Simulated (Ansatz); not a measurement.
Basis-set extrapolation for `C[Si]1(Cl)CC1=N` (PBE0-D4/def2-TZVP geometry, frozen core, Ansatz). Multiplicity 1, RHF reference.

```tsv
	def2-TZVPP	def2-QZVPP
HF	-920.057984	-920.087309
MP2 correlation	-1.002155	-1.076153
CCSD(T) correlation	-1.101420	not run
```

Energies in hartree. Use E(X) = E(∞) + A·exp(−7.88·√X) for Hartree–Fock and E(X) = E(∞) + B·X^(−2.97) for correlation, with X = 3 and 4, and add CCSD(T) minus MP2 of the smaller set to the MP2 limit.

What is the CCSD(T) energy at the basis-set limit?

HF limit: -920.087309 + (-0.029325) × 0.13774 = -920.09135. MP2 limit: -1.076153 + (-0.073998) × 0.74074 = -1.13097. Higher-order term: -1.101420 − (-1.002155) = -0.09927. Total: -921.32159 hartree, 425.8 kJ/mol below CCSD(T)/def2-TZVPP.
